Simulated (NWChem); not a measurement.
# KOH cation, doublet; SMILES of the neutral closed-shell parent [K][OH]

```xyz
3

K     -0.0001     0.8966     0.0000
O     -0.0011    -1.7845     0.0000
H      0.0108    -2.7588     0.0000
```
Atoms are numbered in this order, from 1.

Results from NWChem. Spin-unrestricted. Structure relaxed at the PBE0-D3(BJ)/def2-TZVP, spin-unrestricted level. This spin state was assumed; another may lie lower. No stability test was run on the SCF state. Level r2SCAN/def2-SVP: energy and gradient on several grids; changes count from the extra-fine grid, which is no exact limit either.

```csv
grid,size of the energy change (μHa),largest change of a gradient component (μHa/bohr)
xcoarse,1000,6000
coarse,200,400
medium,70,60
fine,< 10,< 30
xfine,< 10,< 30
```
